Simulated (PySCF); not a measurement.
## Continuum solvent and chemical shifts

Mapped SMILES: `[CH2:1]=[CH:2][C:3]#[C:4][n:5]1[cH:6][cH:7][c:8]([CH3:9])[cH:10]1` (H(Xn): hydrogen on atom n). Ha(C1) is cis to C3; Hb(C1) is trans to C3.

GIAO PBE0/pcSseg-1 in PySCF on one PBE0-D3(BJ)/def2-SVP conformer, non-relativistic, equivalent nuclei averaged. Solvents enter as an IEF-PCM continuum (benzene with ε = 2.3, acetone with ε = 20.5) around the gas-phase geometry. Shifts are referred to TMS computed in the same medium.

In benzene, δ in ppm: C1 131.6, C6 130.8, C8 128.0, C10 127.6, C2 124.3, C7 118.7, C4 94.5, C3 72.8, C9 13.8, H(C6) 6.86, H(C10) 6.72, H(C7) 6.30, H(C2) 6.15, Ha(C1) 5.84. Dipole moment 0.15 D.

**Question.** How does each δ change in the more polar medium?

**Answer.** 
```json
{"atoms": "C1", "environment": "terminal =CH2 carbon", "Δδ, acetone": "+2.1"}
{"atoms": "C6", "environment": "aromatic CH next to a ring nitrogen", "Δδ, acetone": "+1.0"}
{"atoms": "C8", "environment": "substituted aromatic carbon", "Δδ, acetone": "+1.1"}
{"atoms": "C10", "environment": "aromatic CH next to a ring nitrogen", "Δδ, acetone": "+0.8"}
{"atoms": "C2", "environment": "alkene CH", "Δδ, acetone": "+0.3"}
{"atoms": "C7", "environment": "aromatic CH", "Δδ, acetone": "+0.6"}
{"atoms": "C4", "environment": "alkyne carbon", "Δδ, acetone": "+0.4"}
{"atoms": "C3", "environment": "alkyne carbon", "Δδ, acetone": "+0.2"}
{"atoms": "C9", "environment": "methyl carbon on an aromatic ring", "Δδ, acetone": "+0.1"}
{"atoms": "H(C6)", "environment": "hydrogen on an aromatic CH next to a ring nitrogen", "Δδ, acetone": "+0.15"}
{"atoms": "H(C10)", "environment": "hydrogen on an aromatic CH next to a ring nitrogen", "Δδ, acetone": "+0.14"}
{"atoms": "H(C7)", "environment": "hydrogen on an aromatic CH", "Δδ, acetone": "+0.13"}
{"atoms": "H(C2)", "environment": "hydrogen on an alkene CH", "Δδ, acetone": "+0.12"}
{"atoms": "Ha(C1)", "environment": "hydrogen on a terminal =CH2 carbon", "Δδ, acetone": "+0.12"}
```

Changes are relative to benzene. The dipole moment becomes 0.18 D in acetone.

**Question.** Which nuclei move most (in ppm), and what does the model miss?

**Answer.** C1 (terminal =CH2 carbon, +2.1 ppm) in acetone. A continuum only polarises the solute; specific hydrogen bonds, the anisotropy of aromatic solvents and changes of geometry or conformer are outside it.
